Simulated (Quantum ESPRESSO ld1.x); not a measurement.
Q: Neutral thulium, 69 electrons, occupied as [Xe] 4f12.5 6s0.5 6p2 (fractional occupations, a model configuration). Calculated with ld1.x of Quantum ESPRESSO 7.5: scalar-relativistic Kohn-Sham, LDA (Slater exchange, Perdew-Wang correlation), spin-polarised, spherical densities, point nucleus; open shells are filled with parallel spins first. Some entries of the table are withheld. Estimate them.

orbital  occ.  eigenvalue (eV)  <r> (bohr)  <1/r> (bohr^-1)
1s up       1         -59245.7     0.02002            79.05
1s down     1         -59245.7     0.02002            79.05
2s up       1         -10002.5     0.08493            18.41
2s down     1         -10002.5     0.08493            18.41
2p up       3         -8835.67     0.07544            16.96
2p down     3         -8835.64     0.07544            16.96
3s up       1         -2253.41      0.2212            6.794
3s down     1         -2252.71      0.2212            6.795
3p up       3         -1900.13      0.2205            6.337
3p down     3         -1899.43      0.2204            6.339
3d up       5         -1463.13      0.2000            6.007
3d down     5         -1462.58      0.1999            6.008
4s up       1         -449.564      0.4979            2.876
4s down     1         -448.193      0.4980            2.875
4p up       3         -333.362      0.5284            2.627
4p down     3         -332.014      0.5285            2.627
4d up       5         -179.054      0.5711            2.322
4d down     5         -177.738      0.5714            2.321
5s up       1         -59.5495       1.219            1.090
5s down     1         -58.8520       1.221            1.087
5p up       3              (1)       1.447           0.9033
5p down     3              (2)       1.448           0.9016
4f up       7         -10.4356      0.7739            1.723
4f down   5.5          -9.2507      0.7798            1.715
6s up     0.5          -6.5517       3.552              (3)
6s down     0          -5.2604       3.557              (4)
6p up       2          -2.8705       4.787           0.2601
6p down     0          -1.6811       5.266           0.2401

A: 
(1) 5p up eigenvalue (eV): -32.5224
(2) 5p down eigenvalue (eV): -31.9391
(3) 6s up <1/r> (bohr^-1): 0.3540
(4) 6s down <1/r> (bohr^-1): 0.3575
